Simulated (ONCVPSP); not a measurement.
## LDA (Perdew-Wang 92) ONCV dataset for boron, scalar-relativistic all-electron reference.

```json
{
  "Element": "boron",
  "Generator": "ONCVPSP 4.0.1",
  "Type": "optimised norm-conserving Vanderbilt (ONCV)",
  "Functional": "LDA (Perdew-Wang 92)",
  "Relativity": "scalar-relativistic",
  "Frozen core": "[He]",
  "Valence charge": "3",
  "Reference configuration": "2s2 2p1",
  "Partial waves": "2s: rc 1.50 bohr, ncon 4, nbas 7, qcut 4.3 1/bohr, 3 projectors, debl 1.4 Ha; 2p: rc 3.30 bohr, ncon 4, nbas 8, qcut 4.6 1/bohr, 1 projector",
  "Local potential": "polynomial inside 1.15 bohr (lpopt 3, dvloc0 6 Ha)",
  "Core correction": "Teter function, fcfact 3.25, rcfact 1.3"
}
```

All-electron outer shells of the reference configuration (LDA (PZ), scalar-relativistic, ld1.x):

```csv
shell,level (eV),outermost node (bohr),outermost maximum (bohr)
1s,-178.66,–,0.21
2s,-9.39,0.46,1.52
2p,-3.72,–,1.55
```

Calculated quality:

```
Cutoffs needed             : 11 Ha and 45 Ha (the cutoffs (Ha) at which the residual kinetic energy of the hardest occupied pseudo-wave falls to 1 and 0.1 mHa per electron)
Ghost test                 : no bound ghost flagged; GHOST(+) flags only above 600 eV
Largest excitation error   : +343 meV (all-electron minus pseudo) for 2s1 2p0, out of 4 test configurations
rms error of d²Exc/dni dnj : 2.53 mHa without and 1.50 mHa with the model core
```

Generation and tests took about 1.9 s on one core of a shared server CPU.
